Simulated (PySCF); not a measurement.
# Spin states of TiF

Unrestricted PBE0; Ti def2-TZVP, F def2-TZVP; no relativity (PySCF 2.14). Outer shells of the fragments: Ti 3d2 4s2; F 2s2 2p5.

Followed along the bond (rough minima from three points):

```tsv
2Ms+1	unpaired	⟨S²⟩ at the start	R at minimum (Å)	Te (eV)
4	σ ↑, δ ↑↑	3.76	1.78	0.00
4	σ ↑, π ↑, δ ↑	3.75	1.82	0.05
4	σ ↑, π ↑, δ ↑	3.75	1.82	0.07
2	σ ↑, δ ↑↓	1.75	1.77	0.58
2	σ ↓, π ↑, δ ↑	1.72	1.83	0.60
4	σ ↑↑, δ ↑	3.75	1.87	0.65
```

Solutions found at the starting distance of 1.880 Å, counted from the lowest of them; the search is not exhaustive and high or unbound solutions are not listed, so other states can lie among these:

| 2Ms+1 | unpaired | term | E (eV) | ⟨S²⟩ | ⟨Lz²⟩ | μ (D) |
| --- | --- | --- | --- | --- | --- | --- |
| 4 | σ ↑, π ↑, δ ↑ | mixed | 0.00 | 3.75 | 4.87 | -3.55 |
| 4 | σ ↑, π ↑, δ ↑ | mixed | 0.03 | 3.75 | 4.96 | -3.70 |
| 4 | σ ↑, δ ↑↑ | ⁴Σ⁻ | 0.05 | 3.76 | 0.00 | -4.25 |
| 2 | σ ↓, π ↑, δ ↑ | mixed | 0.55 | 1.72 | 4.64 | -3.39 |
| 2 | δ ↑ | mixed | 0.55 | 1.33 | 4.00 | -2.87 |
| 4 | σ ↑↑, δ ↑ | ⁴Δ | 0.57 | 3.75 | 4.00 | -2.04 |
| 2 | σ ↑, δ ↑↓ | mixed | 0.64 | 1.75 | 8.01 | -3.61 |
| 2 | σ ↓, δ ↑↑ | mixed | 0.69 | 1.75 | 0.00 | -2.85 |
| 4 | σ ↑, π ↑↑ | ⁴Σ⁻ | 0.71 | 3.75 | 0.00 | -3.27 |
| 2 | σ ↑, π ↓, δ ↑ | mixed | 0.73 | 1.75 | 4.95 | -3.79 |
| 4 | π ↑, δ ↑↑ | mixed | 1.25 | 3.75 | 1.75 | -4.75 |
| 2 | π ↑ | mixed | 1.27 | 0.78 | 3.03 | -3.64 |
| 4 | π ↑↑, δ ↑ | ⁴Δ | 1.31 | 3.75 | 4.00 | -4.32 |
| 2 | σ ↑ | mixed | 1.35 | 0.75 | 8.00 | -3.68 |

A term symbol is given only where ⟨S²⟩ and ⟨Lz²⟩ are close to those of a pure state; real π, δ and φ orbitals otherwise mix terms. A positive dipole means Ti(−)F(+).

Compare the gap between the two lowest followed solutions at the starting distance with the gap between their minima.

At PBE0 the second solution (quartet, unpaired electrons σ ↑, π ↑, δ ↑) lies -0.05 eV from the first (quartet, unpaired electrons σ ↑, δ ↑↑) at 1.880 Å and +0.05 eV at the minima; the two curves relax by different amounts, since their minima lie near 1.82 and 1.78 Å.

The state is the lowest single determinant that the PBE0 search found; with open d or f shells the true ground state can be another one.
